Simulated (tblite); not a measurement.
Run record: tight-binding relaxation, `CNC(C)(C)C[SiH2][SiH2]F`.

Computed with GFN2-xTB geometry optimisation, gas phase (tblite 0.8.0). Start geometry: from a force field or distance geometry. A driver script takes a list of jobs; this job's settings line and coordinates (Å) are shown.

Command:
```bash
OMP_NUM_THREADS=1 python probes_run.py task.json out
```

Input:
```
{"job": {"kind": "relax", "xc": "GFN2-xTB", "basis": "xTB"}, "charge": 0, "multiplicity": 1}
C     -1.726100     1.651500     0.330900
N     -0.577800     0.976400    -0.232600
C     -0.648400    -0.501400    -0.294200
C     -1.634100    -0.898400    -1.433800
C     -1.141400    -1.146200     1.024300
C      0.746300    -1.026400    -0.693600
Si     2.218000    -0.761700     0.449100
Si     2.810300     1.463100     0.603800
F      2.950700     2.097200    -0.865300
H     -1.566400     2.733900     0.297300
H     -1.895000     1.399200     1.382400
H     -2.651600     1.446700    -0.231900
H     -0.398800     1.349900    -1.146500
H     -2.658700    -0.602400    -1.211100
H     -1.644100    -1.985300    -1.558400
H     -1.350500    -0.457400    -2.372400
H     -0.575800    -0.780600     1.887400
H     -2.200700    -0.940500     1.206200
H     -1.033100    -2.231600     0.985000
H      1.036100    -0.612500    -1.664800
H      0.677800    -2.104900    -0.840100
H      3.361700    -1.545900    -0.091400
H      1.936900    -1.341800     1.807300
H      1.829200     2.258800     1.388900
H      4.124500     1.584500     1.282600
```

What does the run print?

```
step      E/eV     max force
  0    -817.04822    1.407
  1    -817.11735    0.529
  2    -817.15123    0.509
  3    -817.17899    0.425
  4    -817.19924    0.468
  5    -817.21621    0.314
  6    -817.22872    0.300
  7    -817.23953    0.245
  8    -817.24647    0.258
  9    -817.25148    0.177
... (160 lines left out)
170    -817.39294    0.016
171    -817.39302    0.021
172    -817.39311    0.023
173    -817.39319    0.021
174    -817.39326    0.018
175    -817.39331    0.020
176    -817.39336    0.020
177    -817.39340    0.015
178    -817.39343    0.010
179    -817.39345    0.009
```

«max force» is the largest atomic force in eV/Å.

From which step on does the largest force stay under 0.1 eV/Å, and how much energy is left to gain from there?

From step 51 (0.090 eV/Å), 41.3 meV above the end.

In short: energy lowered by 8.0 kcal/mol over 179 steps; largest atomic force 0.009 eV/Å at the end.

Where do the atoms end?

0.462 Å rms from the input after alignment:
```
atom  x, y, z in Å
C1    -1.3060    1.7648    0.1483
N2    -0.2732    0.8511   -0.2998
C3    -0.5919   -0.5783   -0.3411
C4    -1.7057   -0.9049   -1.3512
C5    -1.0136   -1.0528    1.0507
C6     0.7026   -1.2824   -0.7630
Si7    2.1909   -0.8033    0.3322
Si8    2.1676    1.4265    0.8868
F9     2.1133    2.3753   -0.4255
H10   -0.9063    2.7762    0.0918
H11   -1.5553    1.5541    1.1869
H12   -2.2255    1.7251   -0.4498
H13    0.0348    1.1373   -1.2247
H14   -2.6482   -0.4461   -1.0589
H15   -1.8557   -1.9806   -1.4040
H16   -1.4388   -0.5469   -2.3448
H17   -0.3295   -0.6663    1.8015
H18   -2.0223   -0.7235    1.2897
H19   -0.9943   -2.1388    1.0905
H20    0.9241   -1.0097   -1.7978
H21    0.5473   -2.3613   -0.7574
H22    3.3856   -1.2486   -0.4080
H23    2.1666   -1.6530    1.5369
H24    1.1541    1.9733    1.7799
H25    3.4684    1.8372    1.4400
```

On Arm Neoverse V1, one thread, no GPU, shared host with 64 logical CPUs at a one-minute load of 10, this took 1.9 s of wall time.
Labels such as C1 count atoms from 1, the log's own numbers from 0.
